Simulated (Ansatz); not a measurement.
Computed with B3LYP-D3(BJ)/def2-TZVP // PBE0-D3(BJ)/def2-SVP in Ansatz (a quantum-chemistry and plane-wave program). Isolated molecules, 0 K electronic values unless said otherwise. One relaxed conformer stands for a flexible species; it need not be the lowest. B3LYP has the VWN-RPA correlation part, as in Gaussian.  In the def2 sets, heavy atoms carry core potentials.

Reference species (SMILES): `[CH3][Sn]([OH])([OH])[OH]` (neutral, multiplicity 1).

```json
{
  "LUMO": "-1.26 eV",
  "vertical ionisation energy (Delta-SCF)": "10.26 eV",
  "HOMO–LUMO gap": "6.86 eV",
  "HOMO": "-8.13 eV"
}
```

Changed species: `[OH][Sn]([OH])([OH])[CH2]c1ccccc1` (Y = benzyl; the reference has Y = methyl).

Question: Predict the effect on the LUMO, vertical ionisation energy (Delta-SCF), HOMO–LUMO gap and HOMO.

Answer: the LUMO drops by 0.29 eV, to -1.55 eV; the vertical ionisation energy (Delta-SCF) decreases by 1.61 eV, to 8.65 eV; the HOMO–LUMO gap drops by 1.54 eV, to 5.32 eV; the HOMO rises by 1.25 eV, to -6.88 eV.
